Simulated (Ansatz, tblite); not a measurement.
Removing and adding an electron: Ti(OH)Cl3 (TiCl3OH). Total charge 0; singlet. Geometry: r2SCAN-D4/def2-SVP. Ansatz, gas phase; energy differences of separate SCF runs; the oxidised species was run as a doublet alone; the reduced species was run as a doublet alone.

Cartesian coordinates in Å:
```
Ti 0.321 0.190 -0.050
O -1.149 -0.688 0.181
H -1.972 -1.173 0.309
Cl 1.351 0.388 1.867
Cl -0.143 2.173 -0.844
Cl 1.592 -0.890 -1.462
```

The xTB rows come from tblite. HOMO above LUMO, or a gap near zero within one spin, warns that the state may not be the lowest or that an electron is smeared out.

```
               level  −HOMO (eV)  vertical IE (eV)  −LUMO (eV)  vertical EA (eV)  HOMO–LUMO gap (eV)  IE − EA (eV)                                     remarks
            GFN1-xTB       13.27             15.61       10.33              7.58                2.94          8.03                                           –
            GFN2-xTB       12.12             14.62        9.10              6.29                3.02          8.33                                           –
    PBE-D4/def2-TZVP        7.83             10.63        3.97                 –                3.85             –  gap within one spin near zero (+1 doublet)
   PBE-D4/def2-TZVPD        7.88                 –        4.04              1.11                3.85             –                HOMO above zero (-1 doublet)
 r2SCAN-D4/def2-TZVP        8.21             10.91        4.00                 –                4.21             –                                           –
r2SCAN-D4/def2-TZVPD        8.23                 –        4.02              1.31                4.21             –                HOMO above zero (-1 doublet)
   PBE0-D4/def2-TZVP        9.20             11.13        3.17                 –                6.03             –                                           –
  PBE0-D4/def2-TZVPD        9.23                 –        3.21              1.74                6.02             –                                           –
```

   A HOMO above zero means that the electron is unbound at that level or that self-interaction error raises the level; the energy of removing that electron tells which. Raw xTB energy differences between charge states are shifted by several eV; the methods need an empirical correction for them.
